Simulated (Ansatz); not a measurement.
Species: CW, charge 0, multiplicity 3. The spin state was set by rule; other spins were not relaxed. 
Geometry from a B3LYP-D3(BJ)/def2-TZVP (Ansatz, a program for electronic structure) optimisation:
SMILES: [W][C]
```xyz
2

W      0.0000     0.0000    -0.1279
C      0.0000     0.0000     1.5774
```
Charge 0, spin multiplicity 3.

Property: vertical ionisation energy (to the doublet state of charge +1; each state is the SCF solution reached for its spin; the UHF <S^2> is 2.51 for the doublet (pure: 0.75) and 3.06 for the triplet (pure: 2.00); for the doublet T1 is 0.132; for the triplet T1 is 0.117), in eV. Correlated levels leave the core frozen unless marked. UHF or UKS for open shells. Spin-orbit coupling is left out. The frozen core is the preceding noble-gas configuration, with the filled d and f shells of earlier blocks. In def2 rows, elements after Kr have scalar-relativistic effective core potentials. CBS marks a two-point X^-3 extrapolation of the correlation energy; Hartree-Fock from the larger set.

| level | program | vertical ionisation energy (eV) |
|---|---|---|
| SVWN5/def2-TZVPD | Ansatz | 8.52 |
| PBE/def2-TZVPD | Ansatz | 8.24 |

Question: What does CCSD(T)/CBS(def2-TZVPPD,def2-QZVPPD) (Ansatz) give?

Answer: 7.97 eV, so PBE/def2-TZVPD differs from it by 0.27 eV.
